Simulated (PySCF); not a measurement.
FGe, SMILES [F][Ge] (connectivity only; charge and spin as stated), charge +1, multiplicity 1.

The structure is a stationary point at PBE0-D3(BJ)/def2-TZVPD. The multiplicity is an assumed one; other spin states were not compared.

Two levels are set side by side: TDA-PBE/def2-TZVPD (PySCF) and ADC(2)/aug-cc-pVDZ (PySCF). Vertical, same geometry; the bases differ. Differences are taken from unrounded values.

```json
[
 {"quantity": "lowest singlet excitation (eV)", "ADC(2)": "6.61"}
]
```

Task: What does TDA-PBE give, and how far is it from ADC(2)? (Estimate from the structure and the level; the computed values follow.)

Result: 
```tsv
quantity	TDA-PBE	TDA-PBE minus ADC(2)
lowest singlet excitation (eV)	6.69	0.08
```

Here PBE gives about what the other level gives.

Rough cost on one machine, each run with all the roots and properties that it gave: ADC(2) against TDA-PBE about 3 times.
